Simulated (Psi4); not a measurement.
HFMg, singlet, geometry from GFN2-xTB (such geometries of metal compounds can be far from the true shape); Psi4 with PBE0/def2-SVPD, TDA.

Here is a job for Psi4.
```
memory 2 GB

molecule {
0 1
Mg   -0.00000000   -0.00000000   -0.62115398
H    -0.00000000   -0.00000000   -2.14980041
F     0.00000000    0.00000000    1.06707202
symmetry c1
}

set {
  basis def2-svpd
  puream true
  save_jk true
  tdscf_states [5]
  tdscf_tda true
  d_convergence 1e-8
}

energy('td-pbe0')
print_variables()
```

Problem. Predict the main parts of the log of this Psi4 run.

Solution. 
```
   => Loading Basis Set <=

    Name: DEF2-SVPD
    Role: ORBITAL
    Keyword: BASIS

         ---------------------------------------------------------
                                   SCF
               by Justin Turney, Rob Parrish, Andy Simmonett
                          and Daniel G. A. Smith
                              RKS Reference
         ---------------------------------------------------------

  ==> Geometry <==

    Molecular point group: c1
    Full point group: C_inf_v

    Geometry (in Angstrom), charge = 0, multiplicity = 1:

       Center              X                  Y                   Z               Mass
    ------------   -----------------  -----------------  -----------------  -----------------
         MG           0.000000000000     0.000000000000    -0.694069303187    23.985041697000
         H            0.000000000000     0.000000000000    -2.222715733187     1.007825032230
         F            0.000000000000     0.000000000000     0.994156696813    18.998403162730

  Running in c1 symmetry.

  Rotational constants: A = ************  B =      0.47741  C =      0.47741 [cm^-1]
  Rotational constants: A = ************  B =  14312.42193  C =  14312.42193 [MHz]
  Nuclear repulsion =   39.487366567657652

  Charge       = 0
  Multiplicity = 1
  Electrons    = 22
  Nalpha       = 11
  Nbeta        = 11

  ==> Algorithm <==

  SCF Algorithm Type is DF.
  DIIS enabled.
  MOM disabled.
  Fractional occupation disabled.
  Guess Type is SAD.
  Energy threshold   = 1.00e-06
  Density threshold  = 1.00e-08
  Integral threshold = 1.00e-12

  ==> Primary Basis <==

  Basis Set: DEF2-SVPD
    Blend: DEF2-SVPD
    Number of shells: 22
    Number of basis functions: 52
    Number of Cartesian functions: 55
    Spherical Harmonics?: true
    Max angular momentum: 2

  ==> DFT Potential <==

   => LibXC <=

    Version 7.1.2
    S. Lehtola, C. Steigemann, M. J. T. Oliveira, and M. A. L. Marques,  SoftwareX 7, 1–5 (2018) (10.1016/j.softx.2017.11.002)

   => Composite Functional: PBE0 <=

    PBE0 Hyb-GGA Exchange-Correlation Functional

    C. Adamo and V. Barone,  J. Chem. Phys. 110, 6158 (1999) (10.1063/1.478522)
    M. Ernzerhof and G. E. Scuseria,  J. Chem. Phys. 110, 5029 (1999) (10.1063/1.478401)

    Deriv               =              1
    GGA                 =           TRUE
    Meta                =          FALSE

    Exchange Hybrid     =           TRUE
    MP2 Hybrid          =          FALSE

   => Exchange Functionals <=

[...]
  @DF-RKS Final Energy:  -300.21602440519592
    Total Energy =                       -300.2160244051959239
[...]
     1        A->A (1 A)       0.25817         7.02510        -299.95786       0.2270          0.1442          0.0000          0.0000
     2        A->A (1 A)       0.25817         7.02510        -299.95786       0.2270          0.1442         -0.0000         -0.0000
     3        A->A (1 A)       0.26991         7.34457        -299.94612       0.2669          0.2072         -0.0000         -0.0000
     4        A->A (1 A)       0.29271         7.96499        -299.92332       0.0844          0.0637         -0.0000         -0.0000
     5        A->A (1 A)       0.29271         7.96499        -299.92332       0.0844          0.0637          0.0000          0.0000

Contributing excitations
Only contributions with abs(coeff) > 1.00e-01 will be printed:

Excited State    1 (1 A):   0.25817 au   176.49 nm f = 0.2270
  Sums of squares: Xssq =  1.000000e+00
     11a  ->  13a     0.989789 (97.968%)

Excited State    2 (1 A):   0.25817 au   176.49 nm f = 0.2270
  Sums of squares: Xssq =  1.000000e+00
     11a  ->  14a    -0.989789 (97.968%)

Excited State    3 (1 A):   0.26991 au   168.81 nm f = 0.2669
  Sums of squares: Xssq =  1.000000e+00
     11a  ->  12a    -0.957953 (91.767%)
     11a  ->  15a    -0.226536 ( 5.132%)

Excited State    4 (1 A):   0.29271 au   155.66 nm f = 0.0844
  Sums of squares: Xssq =  1.000000e+00
      9a  ->  12a    -0.127503 ( 1.626%)
     10a  ->  12a    -0.980215 (96.082%)

Excited State    5 (1 A):   0.29271 au   155.66 nm f = 0.0844
  Sums of squares: Xssq =  1.000000e+00
      9a  ->  12a    -0.980215 (96.082%)
     10a  ->  12a     0.127503 ( 1.626%)

******************************************************************************************
**********                               WARNING                                **********
**********       The names of excited state variables changed between 1.5       **********
**********     and 1.6. For a quick solution, remove the symmetry specifier     **********
**********   from the variable name. For full details, see 'Notes on Psivars'   **********
**********                        in the documentation.                         **********
******************************************************************************************

  Variable Map:
  ----------------------------------------------------------------------------
[...]
  Array Variable Map:
  ----------------------------------------------------------------------------
[...]
[...]
```
